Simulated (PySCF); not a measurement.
C4H12O2Si2, SMILES CC(C)[SiH2][SiH2]C(=O)O, GFN2-xTB optimised geometry.

```
20

C     -0.40    -3.03     1.19
C      0.12    -2.23     0.00
C      1.65    -2.23     0.00
Si    -0.57    -0.44     0.00
Si     0.31     0.74    -1.79
C     -0.77     2.30    -1.99
O     -1.73     2.44    -2.71
O     -0.39     3.27    -1.14
H     -1.49    -3.06     1.19
H     -0.08    -2.58     2.12
H     -0.03    -4.05     1.16
H     -0.21    -2.73    -0.91
H      2.03    -1.74     0.90
H      2.03    -3.25    -0.02
H      2.04    -1.70    -0.87
H     -2.04    -0.54    -0.02
H     -0.23     0.17     1.30
H      1.66     1.27    -1.60
H      0.27     0.07    -3.09
H     -0.96     4.05    -1.21
```

Density from PySCF with CAM-B3LYP/def2-SVP at that geometry.

Minimum of the electron density along straight lines between bonded atoms, close to the bond critical point (lines longer than 1.1 times the sum of covalent radii, or with two minima, are not listed):

```json
[
 {"bond": "C1–C2", "length / Å": "1.526", "ρ at the minimum / e bohr⁻³": "0.243", "∇²ρ there / e bohr⁻⁵": "-0.55", "position (fraction from the first atom)": "0.50"},
 {"bond": "C2–C3", "length / Å": "1.526", "ρ at the minimum / e bohr⁻³": "0.243", "∇²ρ there / e bohr⁻⁵": "-0.55", "position (fraction from the first atom)": "0.50"},
 {"bond": "C2–Si4", "length / Å": "1.916", "ρ at the minimum / e bohr⁻³": "0.112", "∇²ρ there / e bohr⁻⁵": "0.29", "position (fraction from the first atom)": "0.62"},
 {"bond": "Si5–C6", "length / Å": "1.907", "ρ at the minimum / e bohr⁻³": "0.110", "∇²ρ there / e bohr⁻⁵": "0.34", "position (fraction from the first atom)": "0.38"},
 {"bond": "C6–O7", "length / Å": "1.206", "ρ at the minimum / e bohr⁻³": "0.417", "∇²ρ there / e bohr⁻⁵": "0.30", "position (fraction from the first atom)": "0.33"},
 {"bond": "C6–O8", "length / Å": "1.343", "ρ at the minimum / e bohr⁻³": "0.299", "∇²ρ there / e bohr⁻⁵": "-0.29", "position (fraction from the first atom)": "0.33"},
 {"bond": "C1–H9", "length / Å": "1.087", "ρ at the minimum / e bohr⁻³": "0.277", "∇²ρ there / e bohr⁻⁵": "-1.03", "position (fraction from the first atom)": "0.63"},
 {"bond": "C1–H10", "length / Å": "1.088", "ρ at the minimum / e bohr⁻³": "0.277", "∇²ρ there / e bohr⁻⁵": "-1.02", "position (fraction from the first atom)": "0.63"},
 {"bond": "C1–H11", "length / Å": "1.090", "ρ at the minimum / e bohr⁻³": "0.276", "∇²ρ there / e bohr⁻⁵": "-1.01", "position (fraction from the first atom)": "0.63"},
 {"bond": "C2–H12", "length / Å": "1.096", "ρ at the minimum / e bohr⁻³": "0.272", "∇²ρ there / e bohr⁻⁵": "-0.96", "position (fraction from the first atom)": "0.62"},
 {"bond": "C3–H13", "length / Å": "1.088", "ρ at the minimum / e bohr⁻³": "0.277", "∇²ρ there / e bohr⁻⁵": "-1.02", "position (fraction from the first atom)": "0.63"},
 {"bond": "C3–H14", "length / Å": "1.090", "ρ at the minimum / e bohr⁻³": "0.276", "∇²ρ there / e bohr⁻⁵": "-1.02", "position (fraction from the first atom)": "0.63"},
 {"bond": "C3–H15", "length / Å": "1.089", "ρ at the minimum / e bohr⁻³": "0.276", "∇²ρ there / e bohr⁻⁵": "-1.01", "position (fraction from the first atom)": "0.62"},
 {"bond": "Si4–H16", "length / Å": "1.473", "ρ at the minimum / e bohr⁻³": "0.115", "∇²ρ there / e bohr⁻⁵": "0.32", "position (fraction from the first atom)": "0.49"},
 {"bond": "Si4–H17", "length / Å": "1.474", "ρ at the minimum / e bohr⁻³": "0.115", "∇²ρ there / e bohr⁻⁵": "0.32", "position (fraction from the first atom)": "0.49"},
 {"bond": "Si5–H18", "length / Å": "1.468", "ρ at the minimum / e bohr⁻³": "0.117", "∇²ρ there / e bohr⁻⁵": "0.32", "position (fraction from the first atom)": "0.49"},
 {"bond": "Si5–H19", "length / Å": "1.467", "ρ at the minimum / e bohr⁻³": "0.117", "∇²ρ there / e bohr⁻⁵": "0.32", "position (fraction from the first atom)": "0.49"},
 {"bond": "O8–H20", "length / Å": "0.973", "ρ at the minimum / e bohr⁻³": "0.341", "∇²ρ there / e bohr⁻⁵": "-2.27", "position (fraction from the first atom)": "0.82"}
]
```
